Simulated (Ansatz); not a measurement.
```yaml
crystal:
  periodic: [false, false, false]
  atoms:
    - {symbol: C, position_ang: [2.014707, 1.109439, 2.458113]}
    - {symbol: C, position_ang: [-0.064116, 0.080648, 0.625349]}
    - {symbol: N, position_ang: [-2.981398, -0.273220, 1.326396]}
    - {symbol: Ga, position_ang: [1.161566, -1.065457, -3.303418]}
    - {symbol: F, position_ang: [-1.948559, -1.913782, -5.493348]}
    - {symbol: H, position_ang: [1.519760, 1.845349, 4.681879]}
    - {symbol: H, position_ang: [4.294553, 1.221427, 1.779367]}
    - {symbol: H, position_ang: [-3.766503, 0.774779, 3.116021]}
    - {symbol: H, position_ang: [-4.421930, -0.481706, -0.338339]}
    - {symbol: H, position_ang: [4.191919, -1.297498, -4.852043]}
basis:
  gaussian: {orbitals: cc-pVTZ-DK}
total_charge: 1
magnetization: {spin_polarized: true, initial_magnetization: 1}
hamiltonian: {xc: {name: HF}}
scf: {lower_state_search: off}
```

```sh
$ ansatz run in.yaml --threads 4 --pin off --events-out ev --progress --plain --max-ram 10444MiB
```

Shortened log:

```
Functional definition: HF
1619 factors; their error is unknown
mean field evaluation 1: about -59098.5873 eV, gradient 6.9e1 eV
mean field evaluation 2: about -58439.0296 eV, gradient 1.8e2 eV
mean field evaluation 4: about -59115.6666 eV, gradient 4.3e1 eV
mean field evaluation 8: about -59129.3324 eV, gradient 1.0e1 eV
mean field evaluation 16: about -59132.6901 eV, gradient 3.4e1 eV
mean field evaluation 32: about -59150.6886 eV, gradient 9.3e-2 eV
mean field evaluation 64: about -59150.6980 eV, gradient 6.2e-4 eV
mean field -59150.69798595 eV, -2173.7480572006 hartree, gradient 2.4e-6 eV, S^2 6.471061; 0 other end points of the search recorded, 0 dependent functions left out
reference -59150.69798595 eV, -2173.7480572006 hartree; 32, 31 occupied and 201, 202 virtual orbitals, 1619 factors
Total energy: -59150.69798595 eV, -2173.7480572006 hartree
Relativity: scalar
Checks for a lower state left out: stability, starts, cluster_reference, orbital_swaps, neighbouring_geometries, increment
```

(1) Something in this input is off. What?

Results:

(1) The geometry is stretched to more than twice its size. Self-consistency was reached. The result belongs to that input, not to the molecule as meant.
